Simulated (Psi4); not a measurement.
Cl$_{2}$Zn, singlet, at a GFN2-xTB geometry (such geometries of metal compounds can be far from the true shape); Psi4 with HF/def2-SV(P).

Psi4 was given this input:
```
memory 2 GB

molecule mol {
0 1
Zn    0.108251    0.380594    0.212101
Cl    1.309041   -0.005976   -1.495864
Cl   -1.500072   -0.665660    1.121568
}

set {
  basis def2-sv(p)
  reference rhf
}

energy('scf')
print_variables()
```

Problem. What does Psi4 print? Leave out banner, timings and long lists.

Solution. 
```
   => Loading Basis Set <=

    Name: DEF2-SV(P)
    Role: ORBITAL
    Keyword: BASIS

         ---------------------------------------------------------
                                   SCF
               by Justin Turney, Rob Parrish, Andy Simmonett
                          and Daniel G. A. Smith
                              RHF Reference
         ---------------------------------------------------------

  ==> Geometry <==

    Molecular point group: cs
    Full point group: Cs

    Geometry (in Angstrom), charge = 0, multiplicity = 1:

       Center              X                  Y                   Z               Mass
    ------------   -----------------  -----------------  -----------------  -----------------
         ZN          -0.086480486463     0.432955020212     0.000000000000    63.929142010000
         CL           1.989216774065    -0.014211965220     0.000000000000    34.968852682000
         CL          -1.831115410247    -0.777305080613     0.000000000000    34.968852682000

  Running in cs symmetry.

  Rotational constants: A =      0.70674  B =      0.06353  C =      0.05829 [cm^-1]
  Rotational constants: A =  21187.53248  B =   1904.46392  C =   1747.39726 [MHz]
  Nuclear repulsion =  293.461957265478134

  Charge       = 0
  Multiplicity = 1
  Electrons    = 64
  Nalpha       = 32
  Nbeta        = 32

  ==> Algorithm <==

  SCF Algorithm Type is DF.
  DIIS enabled.
  MOM disabled.
  Fractional occupation disabled.
  Guess Type is SAD.
  Energy threshold   = 1.00e-06
  Density threshold  = 1.00e-06
  Integral threshold = 1.00e-12

  ==> Primary Basis <==

  Basis Set: DEF2-SV(P)
    Blend: DEF2-SV(P)
    Number of shells: 26
    Number of basis functions: 60
    Number of Cartesian functions: 64
    Spherical Harmonics?: true
    Max angular momentum: 2

   => Loading Basis Set <=

    Name: (DEF2-SV(P) AUX)
    Role: JKFIT
    Keyword: DF_BASIS_SCF

  ==> Integral Setup <==

  SCF_SUBTYPE=INCORE selected. In-core MEM_DF algorithm will be used.
  Using in-core AOs.

  ==> MemDFJK: Density-Fitted J/K Matrices <==

    J tasked:                   Yes
    K tasked:                   Yes
    wK tasked:                   No
    Algorithm:                 Core
    Schwarz Cutoff:           1E-12
    Mask sparsity (%):       6.7778
    Fitting Condition:        1E-10

   => Auxiliary Basis Set <=

  Basis Set: (DEF2-SV(P) AUX)
    Blend: DEF2-UNIVERSAL-JKFIT
    Number of shells: 134
    Number of basis functions: 520
    Number of Cartesian functions: 687
    Spherical Harmonics?: true
    Max angular momentum: 6

  Minimum eigenvalue in the overlap matrix is 4.8747829838E-02.
  Reciprocal condition number of the overlap matrix is 1.6078053799E-02.
    Using symmetric orthogonalization.

  ==> Pre-Iterations <==

  SCF Guess: Superposition of Atomic Densities via on-the-fly atomic UHF (no occupation information).

   -------------------------
    Irrep   Nso     Nmo
   -------------------------
     A'        43      43
     A"        17      17
   -------------------------
    Total      60      60
   -------------------------

  ==> Iterations <==

                           Total Energy        Delta E     RMS |[F,P]|

   @DF-RHF iter SAD: -2692.28192045977039   -2.69228e+03   0.00000e+00
   @DF-RHF iter   1: -2694.86446905055391   -2.58255e+00   4.47374e-02 DIIS/ADIIS
   @DF-RHF iter   2: -2693.57054296292790    1.29393e+00   7.26308e-02 DIIS/ADIIS
   @DF-RHF iter   3: -2696.35976061708425   -2.78922e+00   2.69499e-03 DIIS/ADIIS
   @DF-RHF iter   4: -2696.37083942741901   -1.10788e-02   5.93192e-04 DIIS/ADIIS
   @DF-RHF iter   5: -2696.37172416248268   -8.84735e-04   2.26964e-04 DIIS/ADIIS
   @DF-RHF iter   6: -2696.37186823113734   -1.44069e-04   6.89717e-05 DIIS
   @DF-RHF iter   7: -2696.37188015057473   -1.19194e-05   1.33701e-05 DIIS
   @DF-RHF iter   8: -2696.37188063322765   -4.82653e-07   2.92975e-06 DIIS
   @DF-RHF iter   9: -2696.37188065868941   -2.54618e-08   7.07846e-07 DIIS
  Energy and wave function converged.

  ==> Post-Iterations <==

    Orbital Energies [Eh]
    ---------------------

    Doubly Occupied:

[...]
    Virtual:

[...]
      43Ap     2.070577

    Final Occupation by Irrep:
             Ap   App
    DOCC [    24,    8 ]
    NA   [    24,    8 ]
    NB   [    24,    8 ]

  @DF-RHF Final Energy: -2696.37188065868941

   => Energetics <=

    Nuclear Repulsion Energy =            293.4619572654781336
    One-Electron Energy =               -4339.2254409454762936
    Two-Electron Energy =                1349.3916030213083559
    Total Energy =                      -2696.3718806586894061

Computation Completed

Properties will be evaluated at   0.000000,   0.000000,   0.000000 [a0]

Properties computed using the SCF density matrix

 Multipole Moments:

 ------------------------------------------------------------------------------------
     Multipole            Electronic (a.u.)      Nuclear  (a.u.)        Total (a.u.)
 ------------------------------------------------------------------------------------

 L = 1.  Multiply by 2.5417464519 to convert [e a0] to [Debye]
 Dipole X            :         -0.4901407            0.1763277           -0.3138130
 Dipole Y            :          2.4538381           -0.8827651            1.5710730
 Dipole Z            :          0.0000000            0.0000000            0.0000000
 Magnitude           :                                                    1.6021077

 ------------------------------------------------------------------------------------

  Variable Map:
  ----------------------------------------------------------------------------
[...]
  Array Variable Map:
  ----------------------------------------------------------------------------
[...]
[...]
```
